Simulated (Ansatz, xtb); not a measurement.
**Two isomers of BFH4NSi+**

Structure a is `B=[NH+][SiH2]F`, a singlet and structure b is `FB[NH+]=[SiH2]`, a singlet. Both are isolated ions in the gas phase, relaxed with B3LYP-D3(BJ)/6-311G**; the shapes shown needn't be the lowest conformers.

a (Å):

```yaml
atoms:
  - { symbol: B, position_ang: [-1.7124, 1.0584, 0.5905] }
  - { symbol: F, position_ang: [-0.1773, -1.1429, 1.1726] }
  - { symbol: N, position_ang: [-1.5862, 0.2985, -0.4665] }
  - { symbol: Si, position_ang: [-0.5945, -1.2728, -0.3729] }
  - { symbol: H, position_ang: [-1.8049, 1.7129, 1.5515] }
  - { symbol: H, position_ang: [-2.0246, 0.5493, -1.3553] }
  - { symbol: H, position_ang: [0.5382, -1.0926, -1.2826] }
  - { symbol: H, position_ang: [-1.5393, -2.3645, -0.6149] }
```

b (Å):

```xyz
8

B    -1.5317    0.2291   -1.6440
F    -0.4681    0.0743   -2.3830
N    -2.7913   -0.3242   -2.1777
Si   -4.2711   -0.2538   -1.4280
H    -1.5295    0.7771   -0.5967
H    -2.7095   -0.7820   -3.0868
H    -4.3335    0.4142   -0.1256
H    -5.4256   -0.8571   -2.1015
```

Quicker runs give these differences E(b) − E(a): GFN2-xTB −0.388 eV; HF/STO-3G −1.655 eV (at GFN2-xTB geometries); r2SCAN-D4/def2-SVP −0.478 eV (at GFN2-xTB geometries).

Problem. Estimate E(b) − E(a) at the level CCSD(T)/def2-TZVP.

Solution. Calculated at CCSD(T)/def2-TZVP: E(b) − E(a) = −0.146 eV, so structure b lies lower.

Level by level:

```json
{"level": "GFN2-xTB", "geometry": "GFN2-xTB", "E(b) − E(a) (eV)": "−0.388", "departure from the last row (eV)": "−0.242", "job, with rough time for the two": "optimisation, 0.13 s"}
{"level": "HF/STO-3G", "geometry": "GFN2-xTB", "E(b) − E(a) (eV)": "−1.655", "departure from the last row (eV)": "−1.509", "job, with rough time for the two": "single point, 0.2 s"}
{"level": "r2SCAN-D4/def2-SVP", "geometry": "GFN2-xTB", "E(b) − E(a) (eV)": "−0.478", "departure from the last row (eV)": "−0.333", "job, with rough time for the two": "single point, 2.4 s"}
{"level": "B3LYP-D3(BJ)/6-311G**", "geometry": "B3LYP-D3(BJ)/6-311G**", "E(b) − E(a) (eV)": "−0.281", "departure from the last row (eV)": "−0.135", "job, with rough time for the two": "optimisation, 27 s"}
{"level": "HF/def2-TZVP", "geometry": "B3LYP-D3(BJ)/6-311G**", "E(b) − E(a) (eV)": "−0.024", "departure from the last row (eV)": "+0.122", "job, with rough time for the two": "part of the CCSD(T) run"}
{"level": "MP2/def2-TZVP", "geometry": "B3LYP-D3(BJ)/6-311G**", "E(b) − E(a) (eV)": "−0.127", "departure from the last row (eV)": "+0.018", "job, with rough time for the two": "part of the CCSD(T) run"}
{"level": "CCSD(T)/def2-TZVP", "geometry": "B3LYP-D3(BJ)/6-311G**", "E(b) − E(a) (eV)": "−0.146", "departure from the last row (eV)": "", "job, with rough time for the two": "single point, 49 s"}
```

As drawn, b has 1 B–F, 1 B–N, 1 N=Si in place of 1 B=N, 1 N–Si, 1 F–Si.

The levels shown agree on the order. The largest departure from CCSD(T)/def2-TZVP is that of HF/STO-3G, 1.509 eV.

With harmonic frequencies from B3LYP-D3(BJ)/6-311G** (ideal gas, rigid rotor, one conformer each, 298.15 K, 1 atm): on the last row, ΔE + ΔZPE = −0.100, ΔH = −0.107, ΔG = −0.088 eV.

The correlated steps freeze 8 core orbitals. Programs: Ansatz 0.2.0, xtb 6.7.1; the last row on 2 threads of Arm Neoverse V2 on a shared host.
